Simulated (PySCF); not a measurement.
**Electron correlation in Pd²⁺ (palladium, charge +2)**

[Kr] 4d7 5p1, one real determinant (an excited configuration). Calculation: PySCF 2.14, in aug-cc-pwCVDZ-PP with ECP28MDF; scalar relativity through the core potential. Frozen: 4s2 4p6; 8 electrons correlated.

```tsv
level	correlation energy (mhartree)
CCSD	-175.67
(T)	-2.97
CCSD(T)	-178.64
```

Diagnostics: T1 = 0.0081, D1 = 0.0278, largest double amplitude 0.047.

The real determinant used has ⟨L²⟩ near 14 against 20 for a pure G term, so it mixes terms.

Cost of the coupled-cluster step: roughly 13 core-seconds, for 8 correlated electrons.

Iterations:

```
CC2 = 0
CCSD nocc = (np.int64(6), np.int64(2)), nmo = (66, 66)
frozen orbitals [[0, 1, 2, 3], [0, 1, 2, 3]]
max_cycle = 100
direct = 0
conv_tol = 1e-08
conv_tol_normt = 1e-06
diis_space = 8
diis_start_cycle = 0
Init t2, MP2 energy = -0.17036368795826
Init E_corr(UCCSD) = -0.170363687965863
cycle = 1  E_corr(UCCSD) = -0.173815125532484  dE = -0.00345143757  norm(t1,t2) = 0.0258817
cycle = 2  E_corr(UCCSD) = -0.174766045562187  dE = -0.00095092003  norm(t1,t2) = 0.0118445
cycle = 3  E_corr(UCCSD) = -0.175432515811131  dE = -0.000666470249  norm(t1,t2) = 0.00762158
cycle = 4  E_corr(UCCSD) = -0.175528361668976  dE = -9.58458578e-05  norm(t1,t2) = 0.00429518
cycle = 5  E_corr(UCCSD) = -0.17562472339557  dE = -9.63617266e-05  norm(t1,t2) = 0.00225822
cycle = 6  E_corr(UCCSD) = -0.175649507254743  dE = -2.47838592e-05  norm(t1,t2) = 0.00134714
cycle = 7  E_corr(UCCSD) = -0.175643144027279  dE = 6.36322746e-06  norm(t1,t2) = 0.000973083
cycle = 8  E_corr(UCCSD) = -0.175663474443471  dE = -2.03304162e-05  norm(t1,t2) = 0.000741351
cycle = 9  E_corr(UCCSD) = -0.175669249635921  dE = -5.77519245e-06  norm(t1,t2) = 0.000348286
cycle = 10  E_corr(UCCSD) = -0.1756693365681  dE = -8.69321785e-08  norm(t1,t2) = 0.000158593
cycle = 11  E_corr(UCCSD) = -0.175670199991732  dE = -8.63423632e-07  norm(t1,t2) = 8.18862e-05
cycle = 12  E_corr(UCCSD) = -0.175669775129108  dE = 4.24862624e-07  norm(t1,t2) = 6.53304e-05
cycle = 13  E_corr(UCCSD) = -0.175669360479411  dE = 4.14649696e-07  norm(t1,t2) = 4.50382e-05
cycle = 14  E_corr(UCCSD) = -0.175669513655062  dE = -1.53175651e-07  norm(t1,t2) = 2.14357e-05
cycle = 15  E_corr(UCCSD) = -0.175669736261193  dE = -2.22606131e-07  norm(t1,t2) = 1.22749e-05
cycle = 16  E_corr(UCCSD) = -0.17566990625135  dE = -1.69990157e-07  norm(t1,t2) = 8.75353e-06
cycle = 17  E_corr(UCCSD) = -0.175670056010162  dE = -1.49758812e-07  norm(t1,t2) = 5.88038e-06
cycle = 18  E_corr(UCCSD) = -0.175670118462995  dE = -6.24528333e-08  norm(t1,t2) = 3.47777e-06
cycle = 19  E_corr(UCCSD) = -0.175670112284744  dE = 6.17825108e-09  norm(t1,t2) = 2.35286e-06
cycle = 20  E_corr(UCCSD) = -0.175670079849654  dE = 3.24350898e-08  norm(t1,t2) = 1.76391e-06
cycle = 21  E_corr(UCCSD) = -0.175670052824469  dE = 2.70251853e-08  norm(t1,t2) = 1.19835e-06
cycle = 22  E_corr(UCCSD) = -0.175670041996987  dE = 1.08274818e-08  norm(t1,t2) = 8.06693e-07
cycle = 23  E_corr(UCCSD) = -0.175670036967133  dE = 5.02985364e-09  norm(t1,t2) = 5.77967e-07
UCCSD converged
E(UCCSD) = -125.4638943930085  E_corr = -0.1756700369671334
UCCSD(T) correction = -0.00296664143765316
```

The reference is one real determinant that mixes LS terms of this configuration.
